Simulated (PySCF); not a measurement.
CH₄O₄Si, SMILES O=C(O)[SiH](O)O. Atoms are numbered in the order given.

```xyz
10

O      1.2627    -1.3746    -0.3480
C      0.8868    -0.4933     0.3908
O      1.6131    -0.0528     1.4170
Si    -0.8166     0.3275     0.0710
O     -1.5132    -0.7181    -0.9986
O     -0.4406     1.8137    -0.5507
H      2.4450    -0.5592     1.4190
H     -1.6982     0.4482     1.2576
H     -0.8477    -1.2762    -1.4261
H     -1.1636     2.4162    -0.7479
```

Geometry optimised at PBE0-D3(BJ)/def2-SVP. The values are those of a single conformer.

These are PBE/def2-TZVP in PySCF values and carry that method's errors.

Gas-phase values at a fixed geometry.

Computed frontier levels, gap, dipole moment and polarisability:
The highest occupied level comes out as -6.59 eV and the lowest empty level is -2.01 eV. The orbital gap is 4.58 eV and the dipole moment is 1.29 D. The quadrupole, principal values (traceless, Buckingham form, about the centre of nuclear charge) is -6.27, -4.30, 10.57 D·Å. The mean static polarisability is 51.2 bohr³ (7.59 Å³). The polarisability, principal values comes out as 41.3, 53.1, 59.3 bohr³.
